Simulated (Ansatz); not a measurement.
Correlation energies of C3H5F3O, SMILES `FCOC(F)CF` by basis set

```tsv
atom	x (Å)	y (Å)	z (Å)
F1	-1.123	1.447	1.685
C2	-1.113	1.472	0.312
O3	-0.800	0.222	-0.188
C4	0.531	-0.137	-0.071
F5	1.280	0.561	-0.989
C6	0.615	-1.612	-0.365
F7	1.906	-2.042	-0.188
H8	-0.384	2.226	0.002
H9	-2.119	1.709	-0.035
H10	0.937	0.106	0.917
H11	-0.042	-2.156	0.319
H12	0.312	-1.797	-1.399
```

The species carries charge 0 and has multiplicity 1. Geometry: relaxed with PBE0-D4/def2-TZVP. It is one conformer, not always the lowest. Frozen core, restricted reference, Ansatz 0.2.0. CBS rows extrapolate triple and quadruple zeta; past MP2 they add the triple-zeta difference.

| basis | HF (Eh) | MP2 corr. | CCSD corr. | (T) | CCSD(T) total |
| --- | --- | --- | --- | --- | --- |
| def2-SVP | -489.29594 | -1.13612 | -1.18106 | -0.02595 | -490.50295 |
| def2-TZVPP | -489.89534 | -1.47700 | -1.50554 | -0.05109 | -491.45197 |
| def2-QZVPP | -489.91697 | -1.60189 | – | – | – |
| CBS(def2) | -489.91994 | -1.69440 | -1.72294 | as TZ | -491.69397 |
